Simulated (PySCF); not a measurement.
PySCF 2.14 output of an unrestricted PBE0 calculation on a single atom or ion in cc-pVDZ-X2C (8s7p5d3f1g, 84 functions), with the spin-free X2C one-electron Hamiltonian (Gaussian nucleus):

```
SCF conv_tol = 1e-09
number electrons alpha = 34  beta = 32
    C. Adamo and V. Barone.,  J. Chem. Phys. 110, 6158 (1999)
    M. Ernzerhof and G. E. Scuseria.,  J. Chem. Phys. 110, 5029 (1999)
cycle= 1 E= -12615.0358531766  delta_E= 0.103  |g|=    1  |ddm|= 0.549
cycle= 2 E= -12614.2519238147  delta_E= 0.784  |g|= 2.71  |ddm|= 1.06
cycle= 3 E= -12615.1586017113  delta_E= -0.907  |g|= 0.193  |ddm|= 0.746
cycle= 4 E= -12615.1650508092  delta_E= -0.00645  |g|= 0.0778  |ddm|= 0.142
cycle= 5 E= -12615.1669009434  delta_E= -0.00185  |g|= 0.0278  |ddm|= 0.149
cycle= 6 E= -12615.1661975723  delta_E= 0.000703  |g|= 0.0149  |ddm|= 0.109
cycle= 7 E= -12615.165777549  delta_E= 0.00042  |g|= 0.0245  |ddm|= 0.143
cycle= 8 E= -12615.1658480118  delta_E= -7.05e-05  |g|= 0.024  |ddm|= 0.0384
cycle= 9 E= -12615.1658350667  delta_E= 1.29e-05  |g|= 0.0242  |ddm|= 0.00326
cycle= 10 E= -12615.1657972593  delta_E= 3.78e-05  |g|= 0.0253  |ddm|= 0.0093
cycle= 11 E= -12615.1659090671  delta_E= -0.000112  |g|= 0.0079  |ddm|= 0.0422
cycle= 12 E= -12615.1657986169  delta_E= 0.00011  |g|= 0.0368  |ddm|= 0.117
cycle= 13 E= -12615.1658190674  delta_E= -2.05e-05  |g|= 0.038  |ddm|= 0.0402
cycle= 14 E= -12615.1659383407  delta_E= -0.000119  |g|= 0.0358  |ddm|= 0.0583
cycle= 15 E= -12615.1659128771  delta_E= 2.55e-05  |g|= 0.0366  |ddm|= 0.0116
cycle= 16 E= -12615.1659578463  delta_E= -4.5e-05  |g|= 0.02  |ddm|= 0.0799
cycle= 17 E= -12615.1660129282  delta_E= -5.51e-05  |g|= 0.00772  |ddm|= 0.0308
cycle= 18 E= -12615.1662658995  delta_E= -0.000253  |g|= 0.0041  |ddm|= 0.148
cycle= 19 E= -12615.1662114218  delta_E= 5.45e-05  |g|= 0.0123  |ddm|= 0.0308
cycle= 20 E= -12615.1661987475  delta_E= 1.27e-05  |g|= 0.0117  |ddm|= 0.0117
cycle= 21 E= -12615.1661052618  delta_E= 9.35e-05  |g|= 0.0024  |ddm|= 0.0755
cycle= 22 E= -12615.1660820735  delta_E= 2.32e-05  |g|= 0.00337  |ddm|= 0.0497
cycle= 23 E= -12615.1660895562  delta_E= -7.48e-06  |g|= 0.00132  |ddm|= 0.0208
cycle= 24 E= -12615.1660795952  delta_E= 9.96e-06  |g|= 0.00472  |ddm|= 0.0259
cycle= 25 E= -12615.1660942906  delta_E= -1.47e-05  |g|= 0.00446  |ddm|= 0.0234
cycle= 26 E= -12615.166072101  delta_E= 2.22e-05  |g|= 0.00215  |ddm|= 0.0349
cycle= 27 E= -12615.1660617122  delta_E= 1.04e-05  |g|= 0.00469  |ddm|= 0.032
cycle= 28 E= -12615.1660622556  delta_E= -5.43e-07  |g|= 0.00457  |ddm|= 0.00137
cycle= 29 E= -12615.166059609  delta_E= 2.65e-06  |g|= 0.00359  |ddm|= 0.0156
cycle= 30 E= -12615.1660630633  delta_E= -3.45e-06  |g|= 0.00198  |ddm|= 0.0285
cycle= 31 E= -12615.166063111  delta_E= -4.78e-08  |g|= 0.00144  |ddm|= 0.00205
cycle= 32 E= -12615.1660648896  delta_E= -1.78e-06  |g|= 0.000747  |ddm|= 0.00568
cycle= 33 E= -12615.1660633845  delta_E= 1.51e-06  |g|= 0.000498  |ddm|= 0.0124
cycle= 34 E= -12615.1660631283  delta_E= 2.56e-07  |g|= 0.000538  |ddm|= 0.00467
cycle= 35 E= -12615.1660664632  delta_E= -3.33e-06  |g|= 0.000923  |ddm|= 0.0124
cycle= 36 E= -12615.1660655979  delta_E= 8.65e-07  |g|= 0.00109  |ddm|= 0.00576
cycle= 37 E= -12615.1660629233  delta_E= 2.67e-06  |g|= 0.000812  |ddm|= 0.0104
cycle= 38 E= -12615.166060555  delta_E= 2.37e-06  |g|= 0.000283  |ddm|= 0.0145
cycle= 39 E= -12615.1660605443  delta_E= 1.07e-08  |g|= 0.000284  |ddm|= 0.000591
cycle= 40 E= -12615.1660605333  delta_E= 1.1e-08  |g|= 0.000245  |ddm|= 0.0111
cycle= 41 E= -12615.1660604743  delta_E= 5.9e-08  |g|= 0.000153  |ddm|= 0.00354
cycle= 42 E= -12615.166060133  delta_E= 3.41e-07  |g|= 5.26e-05  |ddm|= 0.00802
cycle= 43 E= -12615.1660601431  delta_E= -1.02e-08  |g|= 3.08e-05  |ddm|= 0.00216
cycle= 44 E= -12615.1660601438  delta_E= -6.28e-10  |g|= 9.46e-06  |ddm|= 0.000169
converged SCF energy = -12615.1660601438  <S^2> = 2.0337429  2S+1 = 3.0224115
```

The run itself started from symmetry-adapted Hartree-Fock orbitals and held the occupation by maximum overlap, on a logarithmic radial grid, so the iterations belong to that start.

Question: Which element, charge and spin multiplicity is this?

Answer: Ho⁺ (holmium, charge +1), multiplicity 3; the state was [Xe] 4f12, one real determinant (an excited configuration).

⟨L²⟩ = 24.27 against 30 for a pure H term, so this real determinant mixes terms. Spin-orbit coupling, absent here, splits the open shell strongly.
